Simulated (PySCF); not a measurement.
# Ni²⁺ (nickel, charge +2) across methods

[Ar] 3d8, high-spin 3F determinant. All numbers are calculated (PySCF 2.14, the non-relativistic Hamiltonian (point nucleus), in aug-cc-pVTZ (8s7p5d3f2g, 93 functions)).

| method | E (hartree) | mean ε 3p β (eV) | mean ε 3d α (eV) | mean ε 3d β (eV) | Σ⟨r²⟩ (bohr²) | ⟨S²⟩ |
| --- | --- | --- | --- | --- | --- | --- |
| PBEsol | -1505.798 | -88.715 | -29.460 | -27.692 | 15.84 | 2.001 |
| LDA | -1504.625 | -88.971 | -29.813 | -27.976 | 15.87 | 2.001 |
| UHF | -1506.03846 | -105.30 | -39.649 | -37.040 | 15.31 | 2.003 |
| r2SCAN | -1507.331 | -90.153 | -29.702 | -28.084 | 15.65 | 2.001 |
| M06-2X | -1507.319 | -97.634 | -35.331 | -33.074 | 15.59 | 2.003 |
| MN15 | -1507.550 | -93.175 | -33.261 | -31.223 | 15.76 | 2.002 |
| PBE | -1507.078 | -88.824 | -29.459 | -27.801 | 15.85 | 2.001 |
| PBE0 | -1507.119 | -93.238 | -32.193 | -30.327 | 15.66 | 2.001 |

(1) Estimate the same row for revPBE.

## Answers

(1) E (hartree) = -1507.235; mean ε 3p β (eV) = -88.741; mean ε 3d α (eV) = -29.351; mean ε 3d β (eV) = -27.701; Σ⟨r²⟩ (bohr²) = 15.83; ⟨S²⟩ = 2.001.
